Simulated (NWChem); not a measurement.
Species: H2 cation, doublet

```xyz
2

H      0.0000     0.0000    -0.5504
H      0.0000     0.0000     0.5504
```
Atoms are numbered in this order, from 1.

Level: PBE0/def2-SVP, spin-unrestricted (NWChem), optimised geometry, unscaled harmonic frequencies. 

### Question
List the harmonic frequencies with IR intensities, and the thermochemistry.

### Answer
```json
[
 {"frequency (cm⁻¹)": "2153", "IR intensity (km/mol)": "0.0"}
]
```

```json
{
 "zero_point_energy": "3.1 kcal/mol",
 "thermal correction to the enthalpy at 298.15 K (with zero-point energy)": "5.2 kcal/mol",
 "heat capacity Cv": "5.0 cal/(mol K)"
}
```

Rigid rotor and harmonic oscillator.
